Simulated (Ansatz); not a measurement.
The same group exchange along the group O, S, Te.

Calculated with Ansatz (gas phase, PBE0-D4/def2-TZVP geometries, no zero-point term in ΔE). CCSD(T)/CBS is the MP2 limit (def2-TZVPP, def2-QZVPP) plus CCSD(T) − MP2 in def2-TZVPP, frozen cores. This one scheme is used for every species. DFT in def2-TZVPP. def2 core potentials past Kr. For Te outer-core shells are correlated without core-valence functions, which leaves a few kJ/mol of doubt a bond. One conformer a species, not always the lowest.

| reaction | PBE0-D4 (eV) | CCSD(T)/CBS(def2) (eV) |
| --- | --- | --- |
| `C#CCO` + ethylene → `C=CCO` + acetylene | 0.05 | -0.01 |
| `C#CCS` + ethylene → `C=CCS` + acetylene | 0.04 | -0.01 |
| `C#CC[TeH]` + ethylene → `C=CC[TeH]` + acetylene | 0.10 | 0.04 |

Largest T1 diagnostic: 0.013, for `C#C`.
